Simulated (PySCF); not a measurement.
A structure optimised at PBE-D3(BJ)/def2-SVP, used in a PySCF frequency run:

```xyz
9

In    -0.3073    -0.0363     0.4941
H     -1.5132    -0.5070     1.6217
O      1.2606     1.2375     0.6600
H      1.2863     1.6220     1.5571
O     -0.2714    -0.7679    -1.3835
C      0.7253    -0.3777    -2.3062
H      1.3051    -1.2670    -2.6504
H      0.2576     0.0766    -3.2119
H      1.4574     0.3607    -1.9048
```

Question: Write its SMILES and formula.

Answer: C[O][InH][OH], CH₅InO₂

Question: What are its rotational constants (standard atomic weights)?

Answer: 6.6922, 2.9284, 2.0640 GHz
